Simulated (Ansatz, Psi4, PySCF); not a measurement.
Species: C4H7Cl2 (charge 0, doublet). SMILES: C[C@H](Cl)C[CH]Cl
Structure (B3LYP-D3(BJ)/def2-TZVP (Ansatz, a first-principles code) minimum search):
```xyz
13

C     -2.4075     0.6076     0.3975
C     -1.0315     0.1406    -0.0291
C      0.0491     0.4353     1.0193
C      1.4285     0.0816     0.6144
Cl     2.1971     1.0101    -0.6075
Cl    -1.0734    -1.6508    -0.3642
H     -2.3959     1.6903     0.5459
H     -3.1517     0.3714    -0.3616
H     -2.7060     0.1332     1.3333
H     -0.7468     0.5863    -0.9801
H     -0.1989    -0.1022     1.9379
H     -0.0077     1.5077     1.2380
H      1.8709    -0.8854     0.7924
```
Charge 0, spin multiplicity 2.

Quantity: atomisation energy, in kcal/mol. Conventions: open shells spin-unrestricted; spin-orbit terms left out; atomisation electronic, to ground-state atoms; 6-311+G** with 5d, 6d on Na to Ar in Ansatz; six Cartesian d functions in 6-31G* and its kin unless marked 5d; LANL2DZ with its own core potentials from Na on; dispersion terms only where a functional's name holds one; non-relativistic; valence correlation only. CBS(X,Y): correlation extrapolated as X^-3; Hartree-Fock from the larger set. First-principles rows: single points at B3LYP-D3(BJ) geometries (Ansatz).

Coupled cluster (Ansatz) is a level with limits of its own, used here on species with T1 under 0.025 (0.045 for open shells) and stable references: CCSD(T)/CBS(cc-pV(T+d)Z,cc-pV(Q+d)Z).

Value to compare with, CCSD(T)/CBS(cc-pV(T+d)Z,cc-pV(Q+d)Z) (Ansatz): 1156.7 kcal/mol.

| level | program | atomisation energy (kcal/mol) | difference |
|---|---|---|---|
| HF/STO-3G | Ansatz | 1056.8 | -99.9 |
| PBE/LANL2DZ | Ansatz | 1142.3 | -14.4 |
| PBE/def2-SVP | Ansatz | 1191.6 | 34.9 |
| B3LYP/3-21G | Ansatz | 1117.4 | -39.3 |
| B3LYP/LANL2DZ | Ansatz | 1095.9 | -60.8 |
| B3LYP/6-31+G* | Ansatz | 1135.7 | -21.0 |
| B3LYP/6-31G** | Ansatz | 1152.3 | -4.4 |
| B3LYP/def2-SVP | Ansatz | 1152.1 | -4.6 |
| B3LYP/cc-pVDZ | Ansatz | 1129.0 | -27.7 |
| B3LYP/6-311+G** | Ansatz | 1136.6 | -20.1 |
| PBE0/6-311+G** | Ansatz | 1160.3 | 3.6 |
| M06-2X/6-31G* (5d) | PySCF | 1160.6 | 3.9 |
| wB97X-D/6-311+G** | Psi4 | 1149.7 | -7.0 |
| PBE0/def2-TZVPD | Ansatz | 1167.0 | 10.3 |

Among the 13 habitual levels, HF/STO-3G lies farthest from CCSD(T)/CBS(cc-pV(T+d)Z,cc-pV(Q+d)Z) (Ansatz) (-99.9 kcal/mol); 3 of 13 lie above it, and their mean absolute difference is 26.3 kcal/mol, the median 20.1. One case shows no general order.

The levels are drawn from those run, B3LYP/6-31G* more often than the rest, none by its result; left out are runs that failed, that the program found above a lower state of the same kind, or whose <S^2> lies over 0.5 above the pure value.
